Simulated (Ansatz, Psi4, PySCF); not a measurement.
CH4AlBrO (SMILES C[O][AlH][Br]), singlet, at a GFN2-xTB geometry (such geometries of metal compounds can be far from the true shape), atoms displaced at random by about 0.08 Å a coordinate. Base run: B3LYP/6-31G, gradient (PySCF).

Here is a job for PySCF.
```python
from pyscf import gto, scf, dft

mol = gto.M(
    atom='''
Al   -0.78621609   -0.41006496   -0.22283735
H    -2.08975066   -1.22319071    0.20268130
Br    0.30593461    0.55403578    1.33373192
O    -0.25890712   -0.71676983   -1.87045266
C     0.12136523   -1.00834597   -3.18224713
H     0.92560193   -1.46865938   -3.17460076
H    -0.65416091   -1.42770541   -3.61895371
H     0.31035338    0.09464303   -3.50079226
''',
    basis='6-31g',
    verbose=4,
)

mf = dft.RKS(mol)
mf.xc = 'b3lyp'
mf.kernel()
g = mf.nuc_grad_method()
grad = g.kernel()
```

Programs used: Ansatz (a program for electronic structure), Psi4, PySCF; a row that names a program was run with it.

The coordinate followed is z of atom 5.

Variants of this job, named by their change:

```csv
change,dE/dx (Eh/bohr),net force (Eh/bohr)
base,-0.037926,0.000206
conv_tol = 1e-11,-0.037926,0.000206
finite difference step (bohr) = 1e-4; conv_tol = 1e-11,-0.037920,-
conv_tol = 1e-4,-0.037750,0.000206
finite difference step (bohr) = 1e-3; conv_tol = 1e-11,-0.037920,-
grids.level = 0; grid_response = off,-0.038100,0.005778
grids.level = 1; grid_response = on,-0.037966,0.000000
code = psi4,-0.037920,0.000274
grids.level = 0; grid_response = on,…,0.000000
code = ansatz,-0.037908,0.000000
density fitting = on; auxbasis_response = off,-0.038741,0.000639
finite difference step (bohr) = 0.01; conv_tol = 1e-11,-0.037901,-
```

Q: Some entries are withheld; supply them.

A: 
- grids.level = 0; grid_response = on, dE/dx (Eh/bohr): -0.041992

The net force is zero for an exact gradient.
